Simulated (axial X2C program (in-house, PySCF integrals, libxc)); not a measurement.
**InH⁺: cheaper levels and CCSD(T), with spin–orbit coupling**

Computed with an axial X2C code built on PySCF integrals. Two-component (2c) means X2C with spin–orbit coupling and atomic mean-field two-electron Coulomb and Gaunt terms. Basis: In dyall-cv3z [11s12p9d4f1g], H dyall-v3z [6s2p1d] (cores contracted in-house); Gaussian nuclei, density fitting, unrestricted open shells. Masses: In 114.904 u, H 1.008 u.

State: Ω = 1/2 (⟨Sz⟩ = 0.50, ⟨Lz⟩ = 0.00 at HF); fragments In+ + H.

```tsv
level	Re (Å)	ωe (cm⁻¹)	De (eV)
PBE0	1.843	1105.8	0.334
HF	1.826	1077.3	0.074
CCSD	1.830	1124.7	0.227
PBEsol	1.859	1078.4	0.446
```

Correlated methods: 13 electrons correlated (number of frozen shells: In 4 s, 3 p, 1 d; H none), 193 virtual spin orbitals or spinors in MP2, 90 natural virtuals in coupled cluster.

CCSD(T), same Hamiltonian and basis:

Re = 1.841 Å, ωe = 1073.1 cm⁻¹, De = 0.21 eV; T1 = 0.019 (Lee–Taylor normalisation).

Task: Give the differences from CCSD(T) in the columns below.

Result: 

| level | ΔRe (Å) | Δωe (cm⁻¹) |
| --- | --- | --- |
| PBE0 | 0.002 | 33 |
| HF | -0.015 | 4 |
| CCSD | -0.011 | 52 |
| PBEsol | 0.018 | 5 |

The state is a single determinant with fixed occupations, the lowest that a limited PBE0 search found. Dissociation energies refer to the lowest single-determinant-based atoms at the same level and basis. Density functionals use the spin component along the axis (collinear). CCSD and (T) use frozen natural virtuals with an MP2 correction for the truncation; (T) itself is uncorrected, so its De runs slightly low. The bond is weak, and without diffuse functions and with truncated virtuals even CCSD(T) can be tens of per cent off in De.
